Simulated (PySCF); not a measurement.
C₂H₄F₂Si₂, SMILES F[SiH](C#C[SiH3])F.

Coordinates come from a PBE-D3(BJ)/def2-SVP optimisation. This is a generated structure with no PubChem entry under its InChIKey; it may be hypothetical.

All values below come from PBE/def2-TZVP in PySCF.

Isolated molecule, no solvent.

Computed frontier levels, gap, dipole moment and polarisability:
| Property | Result |
|---|---|
| highest occupied level | -7.55 eV |
| lowest empty level | -2.34 eV |
| orbital gap | 5.20 eV |
| dipole moment | 2.32 D |
| quadrupole, principal values (traceless, Buckingham form, about the centre of nuclear charge) | -4.76, -2.57, 7.33 D·Å |
| mean static polarisability | 76.6 bohr³ (11.34 Å³) |
| polarisability, principal values | 57.8, 58.3, 113.6 bohr³ |
